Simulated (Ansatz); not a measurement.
All numbers were calculated with Ansatz.

A structure relaxed at PBE0-D4/def2-TZVP, charge 0, multiplicity 1:

```xyz
13

C     0.152    1.506    1.703
O     0.119    0.162    1.339
Al   -0.012   -0.659   -0.135
C    -0.162    0.283   -1.831
N    -0.003   -2.420   -0.022
H     1.086    1.739    2.226
H     0.075    2.184    0.841
H    -0.676    1.739    2.382
H     0.704    0.928   -2.006
H    -0.238   -0.405   -2.677
H    -1.046    0.929   -1.851
H    -0.072   -3.047   -0.806
H     0.073   -2.938    0.838
```

(1) Give its formula and SMILES.

(2) Point group (tolerance 0.08 Å, 0.16 Å for H)?

(3) Summarise the bond lengths by kind.

Answers

(1) C2H8AlNO, `C[O][Al]([CH3])[NH2]`.

(2) Cs.

(3) 1 × C–O 1.393 Å; 6 × C–H 1.093 to 1.099 Å; 1 × Al–O 1.693 Å; 1 × Al–C 1.946 Å; 1 × Al–N 1.765 Å; 2 × H–N 1.006 to 1.007 Å.
